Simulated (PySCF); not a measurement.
# Spectroscopy problems

PySCF 2.14.0 with density-fitted response routines calculation with geometry from PBE0-D3(BJ)/def2-SVP, spin–spin couplings from B3LYP/pcJ-1 (spin–dipole term left out of most H,H and C,H couplings) and NMR shieldings at PBE0/pcSseg-1/GIAO; one computed conformer, in vacuum, non-relativistic Hamiltonian, rapidly exchanging positions averaged.

Scale: 1H and 13C against TMS (reference shieldings calculated alike). Multiplet labels drop J under 1 Hz and among equivalent protons, and merge close values. Unscaled 3J(H,H) run several per cent high. One-bond C–F couplings are unscaled and too large by tens of Hz. Shifts are as computed. Against solution values, carbons near 30 ppm lie about +2 ppm off and those near 130 ppm about +5 ppm. Of 1211 compounds with measured shifts, 218 miss one by over three times the rms of a fit or turn the order of signals round; such compounds aren't used in these exercises.

(1) C₆H₁₂. 1H NMR (400 MHz, computed): δ 6.08 (m, 1H), 5.19 (m, 1H), 5.18 (m, 1H), 1.01 (s, 9H). 13C{1H} NMR (computed): δ 159.3 (CH), 116.5 (CH2), 34.7 (C), 30.3 (CH3). What is it?

(2) C₆H₄F₄. 1H NMR (300 MHz, computed): δ 6.64 (ddt, J = 7.4, 3.5, 2.1 Hz, 1H), 6.02 (d of t of quint, J = 7.4, 2.4, 1.2 Hz, 1H), 3.14 (m, 2H). 13C{1H} NMR (computed): δ 176.2 (C, dq, J = 371.9, 3.8 Hz), 138.1 (CH, dq, J = 4.8, 1.9 Hz), 127.2 (CH, d, J = 13.1 Hz), 126.4 (C, qd, J = 333.9, 3.8 Hz), 117.9 (C, qd, J = 38.7, 4.1 Hz), 41.2 (CH2, d, J = 14.0 Hz). Identify the compound.

## Answers

(1) 3,3-dimethyl-1-butene (SMILES C(C=C)(C)(C)C). The formula gives 1 degree of unsaturation (no ring in the answer). 4 carbon signals for 6 carbons: some carbons are equivalent by symmetry or fast rotation. Carbon types of the structure: 1 × C, 1 × CH, 1 × CH2, 3 × CH3, which accounts for all hydrogens. δC 159.3: alkene CH; the olefinic region. δC 116.5: terminal =CH2 carbon; as expected for a trigonal carbon in a double bond. δC 34.7: allylic quaternary sp3 carbon; a saturated carbon with 4 carbon neighbours and no heteroatom attached. δH 5.19, 5.18: hydrogen on a terminal =CH2 carbon; olefinic region.

The data come from this structure; uniqueness wasn't tested.

(2) `FC1=C(C(F)(F)F)C=CC1`. Rings plus π bonds: 3 (1 ring in the answer). 6 carbon signals for 6 carbons: no two carbons are equivalent. Carbon types of the structure: 3 × C, 2 × CH, 1 × CH2, which accounts for all hydrogens. δC 176.2, 117.9: fully substituted alkene carbon. δC 138.1, 127.2: alkene CH; an sp2 carbon of a C=C bond. δC 126.4: CF3 carbon; 3 electronegative neighbours deshield it. δC 41.2: allylic sp3 CH2; aliphatic region, no heteroatom directly attached. The protons at 6.64 and 6.02 share a coupling of 7.4 Hz (vicinal, cis across C=C).

This is the structure that produced the data.
